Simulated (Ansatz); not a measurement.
`BN(B)C` and `B[N](C)[GeH3]` differ in one atom or group.

Ansatz, PBE0-D4/def2-TZVP geometries, multiplicity 1. 

Scalar relativity is left out up to krypton.

```csv
property,`BN(B)C`
size of the dipole moment (PBE/def2-TZVPP) / D,1.56
HOMO energy (ωB97M-V/def2-TZVPP) / eV,-11.05
LUMO energy (ωB97M-V/def2-TZVPP) / eV,0.64
size of the dipole moment (ωB97M-V/def2-TZVPP) / D,1.48
HOMO energy (PBE/def2-TZVPP) / eV,-7.49
HOMO–LUMO gap (B3LYP/def2-TZVPP) / eV,7.00
```

What does the change do to each property? (Estimate.)

Ansatz gave: 
```csv
property,`B[N](C)[GeH3]`,shift
size of the dipole moment (PBE/def2-TZVPP) / D,1.80,0.24
HOMO energy (ωB97M-V/def2-TZVPP) / eV,-10.10,0.95
LUMO energy (ωB97M-V/def2-TZVPP) / eV,1.84,1.20
size of the dipole moment (ωB97M-V/def2-TZVPP) / D,1.72,0.24
HOMO energy (PBE/def2-TZVPP) / eV,-6.59,0.90
HOMO–LUMO gap (B3LYP/def2-TZVPP) / eV,7.41,0.41
```

With PBE0 the HOMO rises by 0.92 eV and the LUMO rises by 1.36 eV, so the gap widens by about 0.44 eV. PBE moves the HOMO by 0.90 eV and ωB97M-V by 0.95 eV. The zero-point energy changes by 4.7 kJ/mol with +3 modes. Dipoles are sizes alone; their direction can turn.

B3LYP here is the variant with VWN-RPA as its local correlation; programs differ in this.
